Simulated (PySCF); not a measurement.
## Telling isomers of C$_{5}$H$_{10}$O$_{2}$Si$_{2}$ apart by NMR

Calculated, not measured (PySCF 2.14): PBE0/pcSseg-1 with gauge-including orbitals, geometry from GFN2-xTB. Equivalent nuclei averaged, one conformer, no solvent, non-relativistic Hamiltonian.

Scale: $^{1}$H (σref 31.72) and $^{13}$C (σref 186.93) against TMS (reference shieldings calculated alike). Where no couplings were computed, multiplicities follow the n + 1 count of equivalent neighbours, and m marks all less simple cases (inequivalent or close neighbours, rings, F or P nearby). Shifts are as computed. Against solution values, carbons near 30 ppm lie about +3 ppm off and those near 130 ppm about +5 ppm. Of 1211 compounds with measured shifts, 218 miss one by over three times the rms of a fit or turn the order of signals round; such compounds aren't used in these exercises. OH and NH positions are gas-phase values without hydrogen bonding to other molecules.

(1) Tabulate the signals of `C#CC1([SiH2]O[SiH2]O)CC1`, `C=CO/C([SiH3])=C(/[SiH3])C=O`, `CC(=O)[C@@]1([SiH3])C=CO[SiH2]1` and their relative energies.

(2) What is the quickest way to tell C=CO/C([SiH3])=C(/[SiH3])C=O from CC(=O)[C@@]1([SiH3])C=CO[SiH2]1?

(3) What is the quickest way to tell C#CC1([SiH2]O[SiH2]O)CC1 from CC(=O)[C@@]1([SiH3])C=CO[SiH2]1?

(4) What is the quickest way to tell C#CC1([SiH2]O[SiH2]O)CC1 from C=CO/C([SiH3])=C(/[SiH3])C=O?

Answers

(1) 
```json
{"SMILES": "C#CC1([SiH2]O[SiH2]O)CC1", "carbon types": "2×C 1×CH 2×CH2", "δC": "102.3, 68.5, 14.9, 0.2", "δH": "5.04 (s, 2H), 4.96 (s, 2H), 4.48 (br s, 1H), 1.33 (s, 1H), 1.11 (m, 2H), 0.74 (m, 2H)", "E rel. (kcal/mol)": "0.0"}
{"SMILES": "C=CO/C([SiH3])=C(/[SiH3])C=O", "carbon types": "2×C 2×CH 1×CH2", "δC": "196.3, 186.6, 161.0, 130.1, 101.5", "δH": "10.55 (s, 1H), 6.92 (m, 1H), 5.29 (m, 1H), 4.82 (m, 1H), 4.35 (s, 3H), 4.18 (s, 3H)", "E rel. (kcal/mol)": "71.9"}
{"SMILES": "CC(=O)[C@@]1([SiH3])C=CO[SiH2]1", "carbon types": "2×C 2×CH 1×CH3", "δC": "219.1, 158.4, 112.5, 48.0, 31.4", "δH": "6.74 (d, 1H), 5.33 (d, 1H), 5.25 (m, 1H), 5.24 (m, 1H), 4.00 (s, 3H), 2.26 (s, 3H)", "E rel. (kcal/mol)": "12.7"}
```

Energies are electronic energies at PBE0/pcSseg-1 on these geometries, without zero-point or thermal terms, each for the one conformer computed, which needn't be the lowest.

(2) Both give the same number of carbon signals, but DEPT or the intensities differ. The first has a β carbon of an enol-ether or enamine type C=C (C) at 130.1 ppm, the second a fully substituted sp3 carbon bonded to 2 Si, α to a carbonyl (C) at 48.0 ppm. Their most deshielded carbons lie at 196.3 and 219.1 ppm. In the proton spectra the most deshielded non-exchanging signals are 10.55 (s, 1H) and 6.74 (d, 1H).

(3) Count the carbon signals: 4 against 5. The first has a three-membered-ring carbon (CH2) at 14.9 ppm, the second a ketone carbonyl carbon (C) at 219.1 ppm. Their most deshielded carbons lie at 102.3 and 219.1 ppm. In the proton spectra the most deshielded non-exchanging signals are 5.04 (s, 2H) and 6.74 (d, 1H).

(4) Count the carbon signals: 4 against 5. The first has a terminal alkyne carbon (CH) at 68.5 ppm, the second an aldehyde carbonyl carbon (CH) at 196.3 ppm. Their most deshielded carbons lie at 102.3 and 196.3 ppm. In the proton spectra the most deshielded non-exchanging signals are 5.04 (s, 2H) and 10.55 (s, 1H).
